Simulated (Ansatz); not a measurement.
Ansatz (a program for electronic structure) input file for SeCl4, SMILES Cl[Se](Cl)(Cl)Cl, PBE-D3(BJ)/def2-SVP. 

Ansatz 0.2 input:
```yaml
crystal:
  periodic: [false, false, false]
  atoms:
    - {symbol: Se, position_ang: [-0.00000000, -0.00000000, 0.44292095]}
    - {symbol: Cl, position_ang: [1.68863562, 0.00000000, -0.84264353]}
    - {symbol: Cl, position_ang: [0.00000000, 2.32610963, 0.39972257]}
    - {symbol: Cl, position_ang: [-1.68863562, 0.00000000, -0.84264352]}
    - {symbol: Cl, position_ang: [0.00000000, -2.32610963, 0.39972257]}
basis:
  gaussian:
    orbitals: def2-SVP
hamiltonian:
  xc: pbe
  dispersion: d3bj
relax: {f_tol: 0.002, max_steps: 200}
```

Program output:

```
WARN ansatz: RAYON_NUM_THREADS=1 ignored (pool sized by the plan → 1); use --threads N
Functional definition: PBE
integrals: 0.06 GiB planned
1126 factors; their error is unknown
mean field: 0.28 GiB planned
mean field evaluation 1: about -115382.3020 eV, gradient 3.9e1 eV
mean field evaluation 2: about -115325.5899 eV, gradient 1.4e2 eV
mean field evaluation 4: about -115385.9668 eV, gradient 8.3e0 eV
mean field evaluation 8: about -115386.0214 eV, gradient 7.2e-2 eV
mean field evaluation 16: about -115386.0214 eV, gradient 5.0e-5 eV
mean field -115386.02137535 eV, -4240.3580740897 hartree, gradient 4.9e-5 eV, S^2 0.000000; 0 other end points of the search recorded, 0 dependent functions left out
the calculation of the forces begins
reference -115386.02140195 eV, -4240.3580750672 hartree; 51, 51 occupied and 53, 53 virtual orbitals, 1126 factors
relax step   1: F+E_penalty+E_count = -115386.26871525 eV  Δ(F+E_penalty+E_count) = +0.000e0 eV  max|allowed force component| = 1.292e0 eV/Å  Δτ_max = 0.0000 Å  (29 SCF iters, accepted)
these checks for a lower state are left out or cut short: starts, cluster_reference, orbital_swaps, neighbouring_geometries, increment
integrals: 0.06 GiB planned
1126 factors; their error is unknown
mean field: 0.28 GiB planned
mean field -115386.20110578 eV, -4240.3646790613 hartree, gradient 2.2e-5 eV, S^2 0.000000; 0 other end points of the search recorded, 0 dependent functions left out
the calculation of the forces begins
reference -115386.20113270 eV, -4240.3646800505 hartree; 51, 51 occupied and 53, 53 virtual orbitals, 1126 factors
relax step   2: F+E_penalty+E_count = -115386.43949801 eV  Δ(F+E_penalty+E_count) = -1.708e-1 eV  max|allowed force component| = 3.532e-1 eV/Å  Δτ_max = 0.1220 Å  (33 SCF iters, accepted)
these checks for a lower state are left out or cut short: starts, cluster_reference, orbital_swaps, neighbouring_geometries, increment
integrals: 0.06 GiB planned
1126 factors; their error is unknown
mean field: 0.28 GiB planned
mean field evaluation 32: about -115386.2178 eV, gradient 5.5e-6 eV
mean field -115386.21780617 eV, -4240.3652927893 hartree, gradient 5.5e-6 eV, S^2 0.000000; 0 other end points of the search recorded, 0 dependent functions left out
the calculation of the forces begins
reference -115386.21783320 eV, -4240.3652937827 hartree; 51, 51 occupied and 53, 53 virtual orbitals, 1126 factors
relax step   3: F+E_penalty+E_count = -115386.45536793 eV  Δ(F+E_penalty+E_count) = -1.587e-2 eV  max|allowed force component| = 5.464e-2 eV/Å  Δτ_max = 0.0622 Å  (30 SCF iters, accepted)
these checks for a lower state are left out or cut short: starts, cluster_reference, orbital_swaps, neighbouring_geometries, increment
integrals: 0.06 GiB planned
1126 factors; their error is unknown
mean field: 0.28 GiB planned
mean field -115386.22069950 eV, -4240.3653991172 hartree, gradient 6.3e-5 eV, S^2 0.000000; 0 other end points of the search recorded, 0 dependent functions left out
the calculation of the forces begins
reference -115386.22072654 eV, -4240.3654001107 hartree; 51, 51 occupied and 53, 53 virtual orbitals, 1126 factors
relax step   4: F+E_penalty+E_count = -115386.45758975 eV  Δ(F+E_penalty+E_count) = -2.222e-3 eV  max|allowed force component| = 2.240e-2 eV/Å  Δτ_max = 0.0428 Å  (27 SCF iters, accepted)
these checks for a lower state are left out or cut short: starts, cluster_reference, orbital_swaps, neighbouring_geometries, increment
integrals: 0.06 GiB planned
1126 factors; their error is unknown
mean field: 0.28 GiB planned
mean field -115386.22076852 eV, -4240.3654016537 hartree, gradient 2.9e-5 eV, S^2 0.000000; 0 other end points of the search recorded, 0 dependent functions left out
the calculation of the forces begins
reference -115386.22079556 eV, -4240.3654026472 hartree; 51, 51 occupied and 53, 53 virtual orbitals, 1126 factors
relax step   5: F+E_penalty+E_count = -115386.45767921 eV  Δ(F+E_penalty+E_count) = -8.946e-5 eV  max|allowed force component| = 1.355e-2 eV/Å  Δτ_max = 0.0064 Å  (28 SCF iters, accepted)
these checks for a lower state are left out or cut short: starts, cluster_reference, orbital_swaps, neighbouring_geometries, increment
integrals: 0.06 GiB planned
1126 factors; their error is unknown
mean field: 0.28 GiB planned
mean field -115386.22080256 eV, -4240.3654029044 hartree, gradient 7.2e-5 eV, S^2 0.000000; 0 other end points of the search recorded, 0 dependent functions left out
the calculation of the forces begins
reference -115386.22082959 eV, -4240.3654038979 hartree; 51, 51 occupied and 53, 53 virtual orbitals, 1126 factors
relax step   6: F+E_penalty+E_count = -115386.45769084 eV  Δ(F+E_penalty+E_count) = -1.163e-5 eV  max|allowed force component| = 1.830e-3 eV/Å  Δτ_max = 0.0018 Å  (20 SCF iters, accepted)
integrals: 0.06 GiB planned
1126 factors; their error is unknown
mean field: 0.28 GiB planned
mean field evaluation 64: about -115386.2208 eV, gradient 2.0e-3 eV
mean field -115386.22080256 eV, -4240.3654029044 hartree, gradient 7.2e-5 eV, S^2 0.000000; 1 other end points of the search recorded, 0 dependent functions left out
the calculation of the forces begins
reference -115386.22082959 eV, -4240.3654038979 hartree; 51, 51 occupied and 53, 53 virtual orbitals, 1126 factors
Total energy: -115386.45771788 eV, -4240.3741093819 hartree
Atom 0 at    -0.000000     0.000000     0.374344 Å, force    -0.000000    -0.000000    -0.001830 eV/Å
Atom 1 at     1.721655    -0.000000    -1.023099 Å, force    -0.000557    -0.000000     0.000620 eV/Å
Atom 2 at    -0.000000     2.343420     0.614467 Å, force    -0.000000     0.000443     0.000295 eV/Å
Atom 3 at    -1.721655     0.000000    -1.023099 Å, force     0.000557    -0.000000     0.000620 eV/Å
Atom 4 at     0.000000    -2.343420     0.614467 Å, force     0.000000    -0.000443     0.000295 eV/Å
Dipole moment:     0.000000     0.000000    -0.010345 e Å
```

The calculation finished and met its thresholds.

Cost: around 13 core-seconds (rough).
